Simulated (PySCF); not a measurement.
Cl2H3NOZr, multiplicity 1. Atoms are numbered in the order given.

```xyz
8

Zr    -0.0337    -0.2721     0.0000
Cl     0.0049     1.1226     1.9303
Cl     0.0049     1.1226    -1.9303
O     -1.5034    -1.4853     0.0000
H     -2.3609    -1.9184     0.0000
N      1.6201    -1.4247     0.0000
H      1.6522    -2.4439     0.0000
H      2.5767    -1.0675     0.0000
```
Charge 0, spin multiplicity 1.

Geometry optimised at B3LYP-D3(BJ)/def2-SVP. The multiplicity is an assumed one; no other spin state was optimised. The structure was generated by enumeration; whether it is a known compound was not checked. The def2 effective core potentials stand for the cores of Zr; spin–orbit coupling is left out. The values are those of a single conformer.

Level of theory: PySCF with B3LYP-D3(BJ)/def2-SVP.

Frequencies are harmonic and unscaled.

```csv
mode,ν (cm⁻¹),IR (km/mol),moving atoms (share of kinetic energy)
1,100,2.8,"Cl 81 %, Zr 14 %"
2,103,0.0,"O 43 %, H 25 %, Cl 21 %, N 8 %"
3,122,3.5,"Cl 31 %, Zr 28 %, N 16 %, O 13 %, H 11 %"
4,142,1.2,"N 44 %, Cl 22 %, H 19 %, Zr 10 %"
5,167,2.3,"O 35 %, N 28 %, H 26 %"
6,249,15.4,H 88 %
7,304,138.7,"H 80 %, O 18 %"
8,356,118.2,"H 80 %, O 16 %"
9,372,51.5,"Cl 74 %, Zr 18 %"
10,401,62.4,"Cl 58 %, Zr 36 %"
11,479,37.7,"H 73 %, N 20 %"
12,496,278.1,"H 74 %, N 23 %"
13,665,129.6,"N 70 %, Zr 17 %, H 13 %"
14,750,152.6,"O 76 %, Zr 18 %"
15,1495,33.3,"H 89 %, N 11 %"
16,3516,73.5,H 96 %
17,3605,28.1,"H 92 %, N 8 %"
18,3946,337.8,H 94 %
```
